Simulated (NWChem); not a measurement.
System: C5H5N; SMILES C=C/C=C/C#N

Here is an NWChem input.

```
start job
memory heap 200 mb stack 900 mb global 1100 mb
geometry units angstroms noautoz
  C      0.415487    -2.841877     0.000000
  C     -0.353954    -1.741674     0.000000
  C      0.181731    -0.393910     0.000000
  C     -0.586936     0.718058     0.000000
  C     -0.043338     2.034576     0.000000
  N      0.384723     3.117887     0.000000
  H      1.501042    -2.777085     0.000000
  H     -0.014216    -3.838699     0.000000
  H     -1.439004    -1.839535     0.000000
  H      1.265273    -0.288838     0.000000
  H     -1.672442     0.645034     0.000000
end
basis spherical
  * library def2-svp
end
dft
  xc becke97-d
  disp vdw 2
  iterations 150
  mulliken
end
task dft energy
```

Excerpt of the output:

```
             Northwest Computational Chemistry Package (NWChem) 7.3.0
             --------------------------------------------------------

 CS  symmetry detected

                             Geometry "geometry" -> ""
                             -------------------------

 Output coordinates in angstroms (scale by  1.889725989 to convert to a.u.)

  No.       Tag          Charge          X              Y              Z
 ---- ---------------- ---------- -------------- -------------- --------------
    1 C                    6.0000     0.41584724    -2.85076319     0.00000000
    2 C                    6.0000    -0.35383985    -1.75073234     0.00000000
    3 C                    6.0000     0.18154364    -0.40284854     0.00000000
    4 C                    6.0000    -0.58737208     0.70894748     0.00000000
    5 C                    6.0000    -0.04406859     2.02558705     0.00000000
    6 N                    7.0000     0.38375006     3.10899378     0.00000000
    7 H                    1.0000     1.50138772    -2.78572836     0.00000000
    8 H                    1.0000    -0.01363276    -3.84768129     0.00000000
    9 H                    1.0000    -1.43886793    -1.84883606     0.00000000
   10 H                    1.0000     1.26506211    -0.29753416     0.00000000
   11 H                    1.0000    -1.67286172     0.63568066     0.00000000

 Effective nuclear repulsion energy (a.u.)     177.7048521341

      Symmetry information
      --------------------

 Group name             Cs
 Group number              2
 Group order               2
 No. of unique centers    11

                                 NWChem DFT Module
                                 -----------------

 Summary of "ao basis" -> "ao basis" (spherical)
 ------------------------------------------------------------------------------
       Tag                 Description            Shells   Functions and Types
 ---------------- ------------------------------  ------  ---------------------
 C                          def2-svp                 6       14   3s2p1d
 N                          def2-svp                 6       14   3s2p1d
 H                          def2-svp                 3        5   2s1p

      Symmetry analysis of basis
      --------------------------

        a'         80
        a"         29

            General Information
            -------------------
          SCF calculation type: DFT
          Wavefunction type:  closed shell.
          No. of atoms     :    11
          No. of electrons :    42
           Alpha electrons :    21
            Beta electrons :    21
          Charge           :     0
          Spin multiplicity:     1
          Use of symmetry is: on ; symmetry adaption is: on
          Maximum number of iterations: 150
          AO basis - number of functions:   109
                     number of shells:    51
          Convergence on energy requested:  1.00D-06
          Convergence on density requested:  1.00D-05
          Convergence on gradient requested:  5.00D-04

              XC Information
              --------------
                   Becke 97-D Method XC Functional
                  Becke 1997-D Exchange Functional  1.000
                Becke 1997-D Correlation Potential  1.000

             Grid Information
             ----------------
          Grid used for XC integration:  medium
          Radial quadrature: Mura-Knowles
          Angular quadrature: Lebedev.
          Tag              B.-S. Rad. Rad. Pts. Rad. Cut. Ang. Pts.
          ---              ---------- --------- --------- ---------
          C                   0.70       49          13.0       434
          N                   0.65       49          14.0       434
          H                   0.35       45          13.0       434
          Grid pruning is: on
          Number of quadrature shells:   519
          Spatial weights used:  Erf1

      Superposition of Atomic Density Guess
      -------------------------------------

 Sum of atomic energies:        -244.86462929

      Non-variational initial energy
      ------------------------------

 Total energy =    -248.349300
 1-e energy   =    -679.833059
 2-e energy   =     253.778907
 HOMO         =      -0.283859
 LUMO         =      -0.081560

      Symmetry analysis of molecular orbitals - initial
      -------------------------------------------------

  Numbering of irreducible representations:

     1 a'          2 a"

  Orbital symmetries:

     1 a'          2 a'          3 a'          4 a'          5 a'
     6 a'          7 a'          8 a'          9 a'         10 a'
    11 a'         12 a'         13 a'         14 a'         15 a'
    16 a"         17 a'         18 a'         19 a'         20 a"
    21 a"         22 a"         23 a'         24 a"         25 a'
    26 a'         27 a"         28 a'         29 a'         30 a'
    31 a'

     ---------------------------------------------
      Total Density - Mulliken Population Analysis
     ---------------------------------------------

    Atom       Charge   Shell Charges
 -----------   ------   -------------------------------------------------------
    1 C    6     6.12   1.99  0.97  0.26  1.95  0.93  0.03
    2 C    6     6.10   1.99  0.97  0.26  1.95  0.89  0.04
    3 C    6     5.97   1.99  0.97  0.26  1.88  0.83  0.04
    4 C    6     6.14   1.99  0.95  0.26  1.94  0.96  0.03
    5 C    6     5.61   1.99  0.99  0.21  1.66  0.70  0.06
    6 N    7     7.55   1.99  1.13  0.56  2.38  1.46  0.03
    7 H    1     0.90   0.67  0.21  0.03
    8 H    1     0.90   0.67  0.20  0.03
    9 H    1     0.92   0.68  0.21  0.02
   10 H    1     0.92   0.68  0.22  0.02
   11 H    1     0.88   0.66  0.20  0.02

[...]
```

Level: B97-D/def2-SVP. All runs use the structure optimised with B3LYP/6-31G* (spherical d).
